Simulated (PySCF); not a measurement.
## Correlation energy of Si (silicon, neutral)

[Ne] 3s1 3p2 3d1, one real determinant (an excited configuration). All numbers are calculated (PySCF 2.14, no relativity, point nucleus, in aug-cc-pwCVTZ). Frozen: 1s2; 12 electrons correlated.

```tsv
level	correlation energy (mhartree)
CCSD	-286.46
(T)	-6.05
CCSD(T)	-292.51
```

Diagnostics: T1 = 0.018, D1 = 0.0843, largest double amplitude 0.266.

The real determinant used has ⟨L²⟩ near 8 against 12 for a pure F term, so it mixes terms. The outer electron is Rydberg-like, and this basis confines it to a smaller radius and binds it less than a complete one would. A double-excitation amplitude exceeds 0.15, a sign of near-degeneracy.

Cost of the coupled-cluster step: of the order of 27 core-seconds, for 12 correlated electrons.

Iterations:

```
CC2 = 0
CCSD nocc = (np.int64(8), np.int64(4)), nmo = (74, 74)
frozen orbitals [[0], [0]]
max_cycle = 100
direct = 0
conv_tol = 1e-08
conv_tol_normt = 1e-06
diis_space = 8
diis_start_cycle = 0
Init t2, MP2 energy = -0.268987924740073
Init E_corr(UCCSD) = -0.268987924741975
cycle = 1  E_corr(UCCSD) = -0.27746177352352  dE = -0.00847384878  norm(t1,t2) = 0.0526205
cycle = 2  E_corr(UCCSD) = -0.280500398497518  dE = -0.00303862497  norm(t1,t2) = 0.0343808
cycle = 3  E_corr(UCCSD) = -0.282480203986169  dE = -0.00197980549  norm(t1,t2) = 0.0299245
cycle = 4  E_corr(UCCSD) = -0.282628798220647  dE = -0.000148594234  norm(t1,t2) = 0.0327308
cycle = 5  E_corr(UCCSD) = -0.283627876338217  dE = -0.000999078118  norm(t1,t2) = 0.0250243
cycle = 6  E_corr(UCCSD) = -0.285281575902686  dE = -0.00165369956  norm(t1,t2) = 0.0175284
cycle = 7  E_corr(UCCSD) = -0.286440230844583  dE = -0.00115865494  norm(t1,t2) = 0.00920642
cycle = 8  E_corr(UCCSD) = -0.286338739700624  dE = 0.000101491144  norm(t1,t2) = 0.00307802
cycle = 9  E_corr(UCCSD) = -0.286489159615585  dE = -0.000150419915  norm(t1,t2) = 0.000969411
cycle = 10  E_corr(UCCSD) = -0.286452728973931  dE = 3.64306417e-05  norm(t1,t2) = 0.000220289
cycle = 11  E_corr(UCCSD) = -0.286457738193669  dE = -5.00921974e-06  norm(t1,t2) = 5.76541e-05
cycle = 12  E_corr(UCCSD) = -0.286457641166376  dE = 9.70272933e-08  norm(t1,t2) = 1.39972e-05
cycle = 13  E_corr(UCCSD) = -0.286457795852254  dE = -1.54685878e-07  norm(t1,t2) = 4.60712e-06
cycle = 14  E_corr(UCCSD) = -0.286457745821619  dE = 5.00306348e-08  norm(t1,t2) = 6.72336e-07
cycle = 15  E_corr(UCCSD) = -0.286457746336648  dE = -5.15028797e-10  norm(t1,t2) = 1.9036e-07
UCCSD converged
E(UCCSD) = -288.7677232323308  E_corr = -0.2864577463366478
UCCSD(T) correction = -0.0060537463919549
```

The reference is one real determinant that mixes LS terms of this configuration.
